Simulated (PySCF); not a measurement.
# Bonding in `CCC[Si@@H]1N[SiH2]N[Si@@H](C)N1`

Species: C₄H₁₇N₃Si₃.
SMILES with atom numbers: `[CH3:1][CH2:2][CH2:3][Si@@H:4]1[NH:5][SiH2:6][NH:7][Si@@H:8]([CH3:9])[NH:10]1` (hydrogens: H11, H12, H13 on C1; H14, H15 on C2; H16, H17 on C3; H18 on Si4; H19 on N5; H20, H21 on Si6; H22 on N7; H23 on Si8; H24, H25, H26 on C9; H27 on N10)

Cartesian coordinates in Å at the PBE0-D3(BJ)/def2-SVP level; atoms count from 1:
```xyz
27
C4H17N3Si3 angstrom
C      2.7436    1.9992    0.5808
C      2.7997    0.4871    0.7456
C      1.7151   -0.2677   -0.0286
Si    -0.0563    0.0546    0.5169
N     -1.0790   -1.2277   -0.0964
Si    -2.8063   -1.0883   -0.0383
N     -3.1136    0.5583    0.4425
Si    -2.3035    2.0281   -0.0477
C     -2.7508    3.3635    1.1838
N     -0.6178    1.6006   -0.0822
H      3.5597    2.4933    1.1293
H      1.7925    2.4128    0.9518
H      2.8378    2.2872   -0.4799
H      3.7929    0.1250    0.4287
H      2.7201    0.2360    1.8175
H      1.8768   -1.3557    0.0718
H      1.7942   -0.0517   -1.1104
H     -0.1384    0.0609    2.0099
H     -0.6690   -1.8776   -0.7597
H     -3.4896   -1.9442    0.9841
H     -3.3561   -1.4831   -1.3770
H     -3.8852    0.6804    1.0918
H     -2.6912    2.5087   -1.4160
H     -2.4800    3.0602    2.2069
H     -3.8294    3.5887    1.1561
H     -2.2115    4.2951    0.9502
H     -0.0101    2.0951   -0.7274
```

Bond orders from the PBE0/pcSseg-1 density (PySCF). One conformer (not necessarily the lowest) at the PBE0-D3(BJ)/def2-SVP geometry, without solvent, vibrations or thermal averaging.

(1) How far do the computed orders between heavy atoms stray from the drawn ones?

(2) Set the Mayer orders of the bonds between heavy atoms beside their lengths.

## Answers

(1) The largest departure is 0.096, at C3–Si4 (drawn single, 0.904) and N7–Si8 (drawn single, 0.907).

(2) 
| bond | drawn as | length (Å) | Mayer order |
| --- | --- | --- | --- |
| C1–C2 | single | 1.522 | 1.051 |
| C2–C3 | single | 1.531 | 1.042 |
| C3–Si4 | single | 1.881 | 0.904 |
| Si4–N5 | single | 1.751 | 0.921 |
| N5–Si6 | single | 1.734 | 0.976 |
| Si6–N7 | single | 1.743 | 0.941 |
| N7–Si8 | single | 1.748 | 0.907 |
| Si8–C9 | single | 1.871 | 0.949 |
| Si8–N10 | single | 1.739 | 0.955 |
| N10–Si4 | single | 1.750 | 0.915 |

Bonds between the same two heavy elements. C–C: all 2 within 0.02 of one another (1.042 to 1.051). C–Si: lowest C3–Si4 (0.904, 1.881 Å), highest Si8–C9 (0.949, 1.871 Å). N–Si: lowest N7–Si8 (0.907, 1.748 Å), highest N5–Si6 (0.976, 1.734 Å).

Q: And the bonds to hydrogen?

A: C–H: 0.94 to 0.97 (10 bonds); H–Si: 0.91 to 0.94 (4 bonds); H–N: 0.91 to 0.93 (3 bonds).

Q: Sum the orders of all bonds at each heavy atom with more than one neighbour and set the sums beside the valence in the SMILES.

A: C1 3.938 (drawn 4), C2 3.999 (drawn 4), C3 3.831 (drawn 4), Si4 3.678 (drawn 4), N5 2.819 (drawn 3), Si6 3.728 (drawn 4), N7 2.774 (drawn 3), Si8 3.722 (drawn 4), C9 3.808 (drawn 4), N10 2.782 (drawn 3). Orders between atoms that aren't bonded are not in these sums.

For a closed shell the Mayer order of atoms A and B is Σ (PS)μν (PS)νμ over the basis functions μ on A and ν on B, with P the density and S the overlap matrix.
